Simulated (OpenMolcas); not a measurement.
**Re5+: moving or changing the point charges**

Re5+ among 6 point charges of -1.7 e arranged as a tetragonal octahedron (D4h), 1.92 Å from the ion, with the axial distance 2.208 Å.

| Quantity | Value |
| --- | --- |
| Program | OpenMolcas 26.06 |
| Method | SS-CASPT2, IPEA 0.25 Eh, imaginary shift 0.1 Eh (closed shells correlated: 5s 5p) |
| Basis | ANO-RCC-VDZP [7s6p4d2f1g] |
| Scalar Hamiltonian | DKH2, point nucleus |
| Active space | 2 electrons in 5 orbitals (5d) |
| State averaging | 2S+1 = 3 even, 10 roots; 2S+1 = 1 even, 15 roots |
| Spin-orbit coupling | RASSI with atomic mean-field integrals over the reference wave functions |

Runs around this geometry, states (labels of D4, the rotations of D4h). Energies in cm-1 above the lowest state or level, χT in cm3 K/mol.

| R (Å) | q (e) | Axial / equatorial distance | Ground state | First state of that spin | First gap with spin-orbit (degeneracies) | χT at 300 K | First state of another spin |
| --- | --- | --- | --- | --- | --- | --- | --- |
| 1.92 | -1.7 | 1.06 | 3A2 | 3E 1470 | 860 (1, 1) | 0.049 | 1B2 10720 |
| 1.92 | -1.1 | 1.15 | 3A2 | 3E 1610 | 1120 (1, 1) | 0.073 | 1B2 10200 |
| 1.82 | -1.7 | 1.15 | 3A2 | 3E 3770 | 1630 (1, 2) | 0.032 | 1B2 10380 |
| 1.92 | -1.7 | 1.15 | 3A2 | 3E 2960 | 1610 (1, 2) | 0.041 | 1B2 10340 |
| 2.13 | -1.7 | 1.15 | 3A2 | 3E 1850 | 1370 (1, 2) | 0.070 | 1B2 10100 |

Taking the first state of the same spin as R^-n, n = -ln(1850 / 3770) / ln(2.13 / 1.82) = 4.5 between the shortest and longest distance.

Scaling the charges by -1.1 / -1.7 = 0.65 scales the first state of the same spin by 1610 / 2960 = 0.54; with fixed orbitals a first-order splitting would follow the charge.

Free-ion shares, where given, are those of the reference states; single-state CASPT2 does not remix them. Spin-orbit coupling mixes the spin-free states strongly: the lowest level takes only 54 % from its leading state, 3A2 (figures for R = 1.92, q = -1.7, ratio = 1.06; the like holds for R = 1.92, q = -1.1, ratio = 1.15, R = 1.82, q = -1.7, ratio = 1.15, R = 1.92, q = -1.7, ratio = 1.15, R = 2.13, q = -1.7, ratio = 1.15). Point charges carry no covalency, so the field is a model and not that of real ligands. No measured value stands beside these numbers.
